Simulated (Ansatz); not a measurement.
# Worked example: vertical ionisation energy of BCl3 (boron trichloride)

The species is BCl3 (4 atoms), meant as a singlet with charge 0. SMILES: `ClB(Cl)Cl`. The shape is that of a PBE0-D4/def2-TZVP optimisation.

Both states at this one shape; open shells run unrestricted unless said. 1 Eh = 27.2114 eV.

| level | program | singlet BCl3 (Eh) | doublet [BCl3]+ (Eh) |
| --- | --- | --- | --- |
| r2SCAN/6-311+G** | Ansatz | -1405.503929 | -1405.094976 |
| RPA@PBE/6-311+G**, 16 core orbitals frozen | Ansatz | -1404.101706 | -1403.707263 |

Question: Work out the vertical ionisation energy at each level.

Answer: 
1. r2SCAN/6-311+G**: -1405.094976 − (-1405.503929) = 0.408953 Eh = 11.13 eV.
2. RPA@PBE/6-311+G**: -1403.707263 − (-1404.101706) = 0.394443 Eh = 10.73 eV.

No measured value is set beside it here; the levels span 10.73 to 11.13 eV.
